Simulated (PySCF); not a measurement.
Steps of a relaxation of [YbOF]−

[YbOF]− (singlet). PySCF 2.14.0, RKS PBE0, Yb def2-SVP with ECP28, O def2-SVP, F def2-SVP; non-relativistic Hamiltonian with scalar-relativistic core potentials where named; density fitting; no spin-orbit coupling. Origin of the start: template. Columns: position (Å) and force (eV/Å). Energies are counted from the last step; some of the 7 steps are shown. Forces carry noise of the integration grid, about 0.01 to 0.03 eV/Å.

Run from Python with OMP_NUM_THREADS=2. Where DIIS fails, smearing, a level shift and second-order steps follow.
It took 38 s on 2 threads of Arm Neoverse V2, with other jobs on the host, from the converged density of the start.

```xyz
3
step 0  E = 0.183 eV
Yb    0.0489    0.0000   -0.1402    -1.41    0.00   -0.52
O     1.7764    0.0000    0.6329     0.57    0.00    0.60
F    -1.9430    0.0000    0.7512     0.84    0.00   -0.08
```

```xyz
3
step 2  E = 0.027 eV
Yb   -0.0054    0.0000   -0.2983     0.63    0.00    0.40
O     1.6490    0.0000    0.7343    -0.76    0.00   -0.39
F    -1.7614    0.0000    0.8078     0.13    0.00   -0.01
```

```xyz
3
step 4  E = 0.000 eV
Yb    0.0053    0.0000   -0.3243     0.07    0.00   -0.09
O     1.5790    0.0000    0.7457     0.00    0.00    0.02
F    -1.7021    0.0000    0.8224    -0.07    0.00    0.06
```

Task: Where does the relaxation end?

Result: It converges at step 6 in Cs:
```xyz
3
step 6  E = 0
Yb    0.0078    0.0000   -0.3291
O     1.5765    0.0000    0.7474
F    -1.7021    0.0000    0.8255
```

Task: How did the contacts change?

Result: 
| contact | start (Å) | end (Å) |
| --- | --- | --- |
| Yb1–O2 (O) | 1.893 | 1.903 |
| Yb1–F3 (F) | 2.182 | 2.063 |
